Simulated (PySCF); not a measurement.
# Hartree-Fock beside MP2: B2CH3 cation

Calculated results; nothing here was measured. The program is PySCF 2.14.0, an open-source quantum chemistry code, run on an isolated molecule that a program drew, which may never have been made. The molecule is B2CH3 cation (charge +1, singlet), drawn as the SMILES string `B=C[BH+]`.

The geometry was optimised and harmonic frequencies were computed with HF and MP2, all in the cc-pVDZ basis, for the commonest isotopes, with a restricted reference for singlets and an unrestricted one otherwise, and a frozen core in MP2. Each result is a local minimum of its method.

Geometry at the HF minimum:
```xyz
6
B2CH3 cation, angstrom
B    -1.8551   -0.8017    1.2507
C    -2.0197    0.5595    0.8817
B    -1.5245    1.1265   -0.3221
H    -1.7170   -1.9262    1.5511
H    -2.5638    1.2144    1.5703
H    -1.1141    1.5906   -1.3171
```

Lengths of the bonds as drawn, in Å (atoms numbered as above):
| bond | HF | MP2 |
|---|---|---|
| B1-C2 | 1.420 | 1.428 |
| C2-B3 | 1.420 | 1.428 |
| B1-H4 | 1.172 | 1.182 |
| C2-H5 | 1.095 | 1.108 |
| B3-H6 | 1.172 | 1.182 |

Rotational constants, in GHz:
```
constant,HF,MP2
A,72.07,68.1
B,11.17,11.2
C,9.671,9.622
```

Harmonic frequencies in cm^-1, each column in rising order, so a row needn't be the same motion in every method:
```
rank    HF   MP2
   1   243   201
   2   469   419
   3   699     ?
   4   820   751
   5   823   762
   6   896   857
   7  1045   947
   8  1206  1175
   9  1599  1567
  10  2981  2892
  11  2984  2896
  12  3236  3134
```

**Estimate the missing MP2 frequency from the HF column.**

A single factor s that minimises the squared misfit of MP2 against s times HF over the other rows is sum(HF x MP2) / sum(HF^2) = 0.9658, with an rms misfit of 30 cm^-1. For rank 3 it gives 0.9658 x 699 = 675 cm^-1. The calculation gives 632 cm^-1, 43 cm^-1 below the estimate. The drawn bonds are on average 0.8 % longer in MP2 than in HF.
